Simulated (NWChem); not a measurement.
Molecule: BH₂Br; SMILES BBr

Computed with NWChem. Geometry: optimised at PBE-D3(BJ)/def2-SVP. B3LYP is NWChem's, with the RPA form of VWN correlation. Total energies compare along this basis series because the functional is fixed.

| level | basis functions | energy (Ha) | highest occupied level (eV) | orbital gap (eV) | dipole (D) |
|---|---|---|---|---|---|
| B3LYP/pcseg-1 | 51 | -2599.9521 | -7.94 | 5.76 | 0.48 |
| B3LYP/aug-pcseg-1 | 77 | -2599.9550 | -8.02 | 5.73 | 0.59 |
| B3LYP/pcseg-2 | 101 | -2600.3079 | -8.00 | 5.74 | 0.54 |
| B3LYP/STO-3G | 25 | -2571.7477 | … | … | … |
| B3LYP/def2-SVP | 56 | -2599.9161 | -7.82 | 5.73 | 0.36 |

Complete the blanks.


- B3LYP/STO-3G, highest occupied level (eV): -5.38
- B3LYP/STO-3G, orbital gap (eV): 6.22
- B3LYP/STO-3G, dipole (D): 0.21
